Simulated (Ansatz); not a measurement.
One change: `Br[SiH]1[NH][AlH]1` becomes `C[SiH]1[NH][AlH]1`.

Ansatz, PBE0-D4/def2-TZVP geometries, multiplicity 1. 

Scalar relativity is left out up to krypton.

| property | `Br[SiH]1[NH][AlH]1` |
| --- | --- |
| LUMO energy (PBE/def2-TZVPP) / eV | -2.13 |
| ideal-gas entropy at 298 K and 1 bar (rigid rotor, harmonic PBE0-D4/def2-TZVP) / J/(mol·K) | 331 |
| size of the dipole moment (B3LYP/def2-TZVPP) / D | 2.75 |
| HOMO energy (PBE/def2-TZVPP) / eV | -5.67 |
| HOMO–LUMO gap (ωB97M-V/def2-TZVPP) / eV | 8.88 |
| LUMO energy (PBE0/def2-TZVPP) / eV | -1.39 |

(1) What does the change do to each property? (Estimate.)

Answers

(1) Ansatz gave: 
```
                                                                                  property  `C[SiH]1[NH][AlH]1`  shift
                                                         LUMO energy (PBE/def2-TZVPP) / eV                -1.72   0.41
ideal-gas entropy at 298 K and 1 bar (rigid rotor, harmonic PBE0-D4/def2-TZVP) / J/(mol·K)                  324     -7
                                          size of the dipole moment (B3LYP/def2-TZVPP) / D                 0.70  -2.05
                                                         HOMO energy (PBE/def2-TZVPP) / eV                -5.25   0.42
                                                   HOMO–LUMO gap (ωB97M-V/def2-TZVPP) / eV                 8.82  -0.06
                                                        LUMO energy (PBE0/def2-TZVPP) / eV                -0.98   0.41
```

With PBE0 the HOMO rises by 0.46 eV and the LUMO rises by 0.41 eV, so the gap narrows by about 0.05 eV. PBE moves the HOMO by 0.42 eV and ωB97M-V by 0.46 eV. The zero-point energy changes by 92.1 kJ/mol with +9 modes. Dipoles are sizes alone; their direction can turn.

B3LYP here is the variant with VWN-RPA as its local correlation; programs differ in this.

Spin–orbit coupling is left out; it splits and shifts lone-pair levels of the heavy atoms by tenths of an eV.
